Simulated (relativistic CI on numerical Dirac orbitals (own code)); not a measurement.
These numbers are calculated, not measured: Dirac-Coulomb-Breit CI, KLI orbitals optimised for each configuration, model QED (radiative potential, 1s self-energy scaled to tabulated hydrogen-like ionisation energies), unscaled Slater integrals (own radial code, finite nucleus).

The strongest absorption lines from the ground level of an ion, among the configurations computed and to levels below about 214 eV (vacuum wavelength in nm, gf): 8.7324 (1.9), 8.9267 (0.23), 8.9475 (0.33), 9.0106 (1.5), 9.2598 (0.52), 9.4513 (0.23), 9.5088 (0.46), 9.7981 (0.86).

Problem. Which ion is it?
A. Sr¹⁶⁺
B. Mo¹⁸⁺
C. Sr¹⁴⁺
D. Zr¹⁶⁺

Solution. C. Sr¹⁴⁺ has 24 electrons and the ground level 3s²3p⁶3d⁶ ⁵D4; the strongest line goes to 3s²3p⁵3d⁷ ⁵D°4. The pattern of lines fixes the number of electrons, and along that sequence the line energies rise steadily with the charge (about as its square where n changes within one kind of shell, about linearly where n is kept but much faster in heavy ions where fine structure, which grows about as Z⁴, sets the gap, and irregularly where shells cross), which fixes Z. Configurations outside the model, such as inner-shell arrays, can give stronger lines. At this charge energies of transitions that change n are usually good to better than 1 %, and those within a shell (Δn = 0) to a few per cent. Terms inside the open d or f shell come out 10 to 20 % too wide with unscaled integrals.

LS names give the leading component of a level, which can be under half, so a name can repeat, a term be missing and a line seem to break the LS rules.
